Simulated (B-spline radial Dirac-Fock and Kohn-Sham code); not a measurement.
**K-line shifts caused by a second vacancy in Ca⁶⁺**

System: the Ca⁶⁺ ion, configuration [Ne] 3s2 3p2.

Method: Dirac-Fock ΔSCF + Breit + QED. Computed with a B-spline atomic structure program. Each two-hole energy is an average over J within one jj subconfiguration, not an observable level; in light atoms, where LS coupling holds, the j-resolved values are not observed lines, and for a K spectator the Kα1 hypersatellite is nearly forbidden. Electron correlation is not included.

Lines without a spectator: Kα2 (K-L2) 3694.7 eV, Kα1 (K-L3) 3698.3 eV. Shifts in eV with one spectator hole (a dash: not computed, or left out as unreliable):

```
spectator hole     Kα2     Kα1
        K (1s)  +206.1  +207.0
    L2 (2p1/2)  +17.74  +22.07
    L3 (2p3/2)  +21.20  +20.23
```

Run: 17 s of CPU time on 1 thread of Neoverse-N1 (shared host), peak memory 0.32 GiB.
